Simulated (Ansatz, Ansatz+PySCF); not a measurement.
```xyz
8

H     1.3066    0.0000    0.0000
H     0.9239    0.9239    0.0000
H     0.0000    1.3066    0.0000
H    -0.9239    0.9239    0.0000
H    -1.3066    0.0000    0.0000
H    -0.9239   -0.9239    0.0000
H     0.0000   -1.3066    0.0000
H     0.9239   -0.9239    0.0000
```

Basis set: cc-pVDZ (spherical functions). All electrons are correlated. Charge 0, multiplicity 1.

Computed with Ansatz (development build ahead of 0.2.0); each method stands on the lowest determinant of its kind that the runs found. Restricted open shells among the atoms or ions are ROHF, correlated in semicanonical orbitals with singles. Restricted functionals stand beside restricted open-shell atoms, which can lie above the unrestricted atoms usual in DFT and then raise those values.

The atomization energy at this shape (free ground-state atoms in the same class of orbitals less the molecule, no zero-point energy) of singlet H8:

```tsv
method	atomization energy
r²SCAN (unrestricted)	12.33 eV
PBE0 (unrestricted)	11.68 eV
ωB97X (unrestricted)	11.34 eV
r²SCAN (restricted)	11.32 eV
PBE (restricted)	11.32 eV
PBE0 (restricted)	10.76 eV
ωB97X (restricted)	10.62 eV
UHF-CCSDT(Q)	10.74 eV
UHF-CCSD(T)	10.71 eV
RHF-CCSDT(Q)	10.61 eV
RHF-CCSD(T)	10.47 eV
UHF-MP2	9.62 eV
RHF-MP2	9.07 eV
UHF	6.66 eV
RHF	4.99 eV
```

(1) What does PBE (unrestricted) give?

Answers

(1) 12.09 eV. Caution for r²SCAN (unrestricted), PBE (unrestricted): the unrestricted determinant is spin contaminated. Caution for PBE0 (unrestricted), ωB97X (unrestricted), UHF-CCSDT(Q), UHF-CCSD(T), UHF-MP2, UHF: the unrestricted determinant is a mixture of spin states. Caution for r²SCAN (restricted), PBE (restricted), PBE0 (restricted), ωB97X (restricted), RHF-CCSDT(Q), RHF-CCSD(T), RHF-MP2, RHF: an unrestricted determinant lies well below. Caution for PBE0 (restricted), ωB97X (restricted), RHF-CCSDT(Q), RHF-CCSD(T), RHF-MP2, RHF: the determinant breaks the point group. Caution for UHF-CCSDT(Q), UHF-CCSD(T), UHF-MP2: bonds are stretched, where a single reference can fail. Caution for UHF-CCSD(T): the program doubts this total. Caution for RHF-CCSDT(Q), RHF-CCSD(T), RHF-MP2: large amplitudes, a single reference is doubtful. Caution for RHF-CCSDT(Q): the amplitudes may be one of several solutions.
